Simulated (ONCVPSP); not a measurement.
# copper, ONCV: configuration errors across variants

* Element: copper
* Generator: ONCVPSP 4.0.1
* Type: optimised norm-conserving Vanderbilt (ONCV)
* Functional: LDA (Perdew-Wang 92)
* Relativity: fully relativistic
* Frozen core: [Ne]
* Valence charge: 19
* Reference configuration: 3s2 3p6 3d10 4p1
* Partial waves: 3s: rc 0.70 bohr, ncon 5, nbas 9, qcut 9.2 1/bohr, 2 projectors, debl 2 Ha; 3p+4p: rc 1.20 bohr, ncon 5, nbas 10, qcut 13.6 1/bohr, 2 projectors; 3d: rc 0.75 bohr, ncon 3, nbas 6, qcut 13.9 1/bohr, 2 projectors, debl 3.6 Ha
* Local potential: polynomial inside 0.70 bohr (lpopt 5, dvloc0 0 Ha)
* Core correction: none

Open shells are filled in proportion to 2j + 1.

In the s channel the program set the typed energies aside and used -4.271, 0.250 Ha.

All-electron excitation energies from the reference (eV): (1) 3s2 3p6 3d10 4s1 4p0 -4.255; (2) 3s2 3p6 3d10 4p0 4.174; (3) 3s2 3p6 3d9 4p0 25.864; (4) 3s2 3p6 3d9 4s2 4p0 -2.242.

2 further variants failed, have other tests or another functional or relativity, and are left out.

Errors AE − PS in meV (a dash: test not solved or not reliable):

| change | (1) | (2) | (3) | (4) | bound ghosts | GHOST(+) flags above zero |
| --- | --- | --- | --- | --- | --- | --- |
| base | -0.8 | +0.8 | -10 | -4.9 | none | s |
| s: qcut 8.9; p: qcut 13.2; d: qcut 13.4 | -0.8 | +0.8 | -12 | -6.5 | none | s |
| s: rc 0.62; local potential polynomial inside 0.62 bohr (lpopt 5, dvloc0 0 Ha) | -0.9 | +0.8 | -10 | -5.0 | none | s |
| d: ncon 4, nbas 7 | -0.8 | +0.7 | +2.6 | +4.4 | none | s |
| s: qcut 5.9 | -0.8 | +0.8 | -10 | -4.8 | none | s |
| d: nproj 3 | -0.8 | +0.8 | -12 | -6.3 | none | s, d5/2, d3/2 |
| all radii scaled by about 1.06 (s 0.74, p 1.28, d 0.80 bohr); local potential polynomial inside 0.74 bohr (lpopt 5, dvloc0 0 Ha) | -0.8 | +0.8 | -7.8 | -2.6 | none | s |
| local potential polynomial inside 0.45 bohr (lpopt 3, dvloc0 0 Ha) | -0.8 | +0.8 | -10 | -4.9 | none | s |
| local potential polynomial inside 0.70 bohr (lpopt 5, dvloc0 1.5 Ha) | -0.8 | +0.8 | -10 | -4.9 | none | s |

Give the same row for: core correction Teter function, fcfact 4.25, rcfact 1.05.

-0.8, +0.8, -10, -5.0; bound ghosts: none; GHOST(+) flags above zero: s.
